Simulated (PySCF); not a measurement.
AlF2H3O2Si, SMILES [OH][Al]([OH])[SiH](F)F. Atoms are numbered in the order given.

```xyz
9

Si    -1.2367    -0.2965     0.0263
F     -1.8291     0.5906     1.2569
F     -1.8332     0.3477    -1.3458
Al     1.1721    -0.1182     0.0114
O      2.0453    -1.5747     0.0463
O      1.8471     1.4355    -0.0305
H     -1.8329    -1.6532     0.1529
H      2.9857    -1.7585     0.0459
H      2.7447     1.7686    -0.0410
```
Charge 0, spin multiplicity 1.

Coordinates come from a ωB97X-D3(BJ)/def2-SVP optimisation. The structure was generated by enumeration; whether it is a known compound was not checked. One conformer was computed; it need not be the lowest.

Computed with HF/def2-TZVP (PySCF).

ESP charges are fitted to the potential on shells at 1.4 to 2.0 van der Waals radii. Atomic charges (e):

```json
[
 {"atom": "Si1", "ESP fit": "0.65", "IAO": "…"},
 {"atom": "F2", "ESP fit": "-0.33", "IAO": "-0.59"},
 {"atom": "F3", "ESP fit": "-0.32", "IAO": "-0.59"},
 {"atom": "Al4", "ESP fit": "1.08", "IAO": "…"},
 {"atom": "O5", "ESP fit": "-0.98", "IAO": "-0.90"},
 {"atom": "O6", "ESP fit": "-0.93", "IAO": "-0.89"},
 {"atom": "H7", "ESP fit": "-0.12", "IAO": "-0.19"},
 {"atom": "H8", "ESP fit": "0.49", "IAO": "…"},
 {"atom": "H9", "ESP fit": "0.47", "IAO": "…"}
]
```

Question: Fill in the missing entries. (Estimate from the structure and the level; the computed values follow.)

Answer: 
- Si1, IAO: 1.25
- Al4, IAO: 1.18
- H8, IAO: 0.37
- H9, IAO: 0.37
